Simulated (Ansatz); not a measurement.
Reactions of C2H7BO, SMILES `CB(C)O`.

Calculated with Ansatz (gas phase, PBE0-D4/def2-TZVP geometries, no zero-point term in ΔE). CCSD(T)/CBS is the MP2 limit (def2-TZVPP, def2-QZVPP) plus CCSD(T) − MP2 in def2-TZVPP, frozen cores. This one scheme is used for every species. One conformer a species, not always the lowest.

(1) Order these by ΔE at CCSD(T)/CBS, lowest first. (Best estimate.)
A. `CB(C)O` + H₂S → `CB(C)S` + H₂O
B. `CB(C)O` + H–F → `CB(O)F` + CH₄
C. `CB(C)O` + `OCF` → `CB(O)OCF` + CH₄
D. `CB(C)O` + `C=C=N` → `C=C=NB(C)C` + H₂O
E. `CB(C)O` + CH₃NH₂ → `CNB(C)O` + CH₄
F. `CB(C)O` + `O[SiH3]` → `CB(C)O[SiH3]` + H₂O
G. `CB(C)O` + `OCS` → `CB(O)SCO` + CH₄

Largest T1 diagnostic: 0.015, for `C=C=N`.

Results:

(1) B (-36.1 kcal/mol), C (-30.9 kcal/mol), E (-26.5 kcal/mol), G (-19.4 kcal/mol), F (0.0 kcal/mol), D (+5.4 kcal/mol), A (+11.1 kcal/mol).
